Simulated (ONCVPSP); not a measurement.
## Tc (Z = 43): ONCV pseudisation with PBEsol, scalar-relativistic reference atom.

```
Element                 : technetium (Tc)
Generator               : ONCVPSP 4.0.1
Type                    : optimised norm-conserving Vanderbilt (ONCV)
Functional              : PBEsol
Relativity              : scalar-relativistic
Frozen core             : [Ar] 3d10 4s2
Valence charge          : 13
Reference configuration : 4p6 4d6 5s1
Partial waves           : 5s: rc 2.90 bohr, ncon 4, nbas 8, qcut 1.8 1/bohr, 1 projector; 4p: rc 1.10 bohr, ncon 5, nbas 9, qcut 9 1/bohr, 1 projector; 4d: rc 2.15 bohr, ncon 4, nbas 9, qcut 7.5 1/bohr, 2 projectors, debl 1.8 Ha
Local potential         : polynomial inside 1.00 bohr (lpopt 5, dvloc0 0 Ha)
Core correction         : none
```

All-electron outer shells of the reference configuration (PBEsol, scalar-relativistic, ld1.x):

| shell | level (eV) | outermost node (bohr) | outermost maximum (bohr) |
| --- | --- | --- | --- |
| 4s | -70.28 | 0.50 | 0.95 |
| 4p | -42.41 | 0.51 | 1.03 |
| 4d | -4.49 | 0.50 | 1.29 |
| 5s | -4.20 | 1.29 | 2.83 |

What the tests gave:

```
Cutoffs needed      : 35 Ha and 44 Ha (the cutoffs (Ha) at which the residual kinetic energy of the hardest occupied pseudo-wave falls to 1 and 0.1 mHa per electron)
Ghost test          : ghosts flagged at negative energy: s at -232.9 eV; GHOST(+) flagged for s at 1.75 eV; a true bound ghost makes a file unfit for plane-wave use
Configuration tests : 3 of 4 tests not solved or not reliable
```

Generation and tests took about 4.2 s on one core of a shared server CPU.
